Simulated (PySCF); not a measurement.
Ligands exchanged one at a time, Ge C2H5-I. Gas-phase values, no solvent. One relaxed conformer stands for each flexible species; it need not be the lowest. Strings in code marks are SMILES.

The four lowest singlet excitations (Tamm–Dancoff). The numbers are results of PBE-D3(BJ)/def2-TZVP // B3LYP-D3(BJ)/def2-SVP (PySCF), not measurements. Excitations are Tamm–Dancoff values on a coarser integration grid. The basis has no diffuse functions, so Rydberg states are missing or too high.

| state | energy (eV) | wavelength (nm) | oscillator strength |
|---|---|---|---|
| S1 | 3.17 | 391 | 0.000 |
| S2 | 3.47 | 357 | 0.026 |
| S3 | 3.48 | 356 | 0.027 |
| S4 | 3.61 | 343 | 0.016 |

### Question
Which member gives these states?
A. `[I][Ge]([I])([I])[I]`
B. `C[CH2][Ge]([I])([I])[I]` (C–C–Ge–I torsion 180°)
C. `C[CH2][Ge]([I])([I])[CH2]C` (C–C–Ge–I torsion 58°, I–Ge–C–C torsion -59°)

### Answer
B, `C[CH2][Ge]([I])([I])[I]` (C–C–Ge–I torsion 180°)
